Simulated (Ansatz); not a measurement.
One change: `[OH][SbH][SiH3]` becomes `[NH2][SbH][SiH3]`.

Ansatz, PBE0-D4/def2-TZVP geometries, multiplicity 1. Each molecule was computed in one conformer, which needn't be the lowest.

Elements past krypton have def2 core potentials.

```tsv
property	`[OH][SbH][SiH3]`
zero-point energy (PBE0-D4/def2-TZVP) / kJ/mol	117.2
LUMO energy (PBE0/def2-TZVPP) / eV	-1.34
HOMO energy (PBE0/def2-TZVPP) / eV	-7.04
HOMO energy (ωB97M-V/def2-TZVPP) / eV	-9.04
size of the dipole moment (PBE/def2-TZVPP) / D	1.55
HOMO–LUMO gap (ωB97M-V/def2-TZVPP) / eV	9.42
```

(1) What does the change do to each property? (Estimate.)

Answers

(1) Ansatz gave: 
```tsv
property	`[NH2][SbH][SiH3]`	shift
zero-point energy (PBE0-D4/def2-TZVP) / kJ/mol	149.7	32.5
LUMO energy (PBE0/def2-TZVPP) / eV	-0.91	0.43
HOMO energy (PBE0/def2-TZVPP) / eV	-6.90	0.14
HOMO energy (ωB97M-V/def2-TZVPP) / eV	-8.90	0.14
size of the dipole moment (PBE/def2-TZVPP) / D	0.90	-0.65
HOMO–LUMO gap (ωB97M-V/def2-TZVPP) / eV	9.66	0.24
```

With PBE0 the HOMO rises by 0.14 eV and the LUMO rises by 0.43 eV, so the gap widens by about 0.29 eV. PBE moves the HOMO by 0.25 eV and ωB97M-V by 0.14 eV. The zero-point energy changes by 32.5 kJ/mol with +3 modes. Dipoles are sizes alone; their direction can turn.

Spin–orbit coupling is left out; it splits and shifts lone-pair levels of the heavy atoms by tenths of an eV.
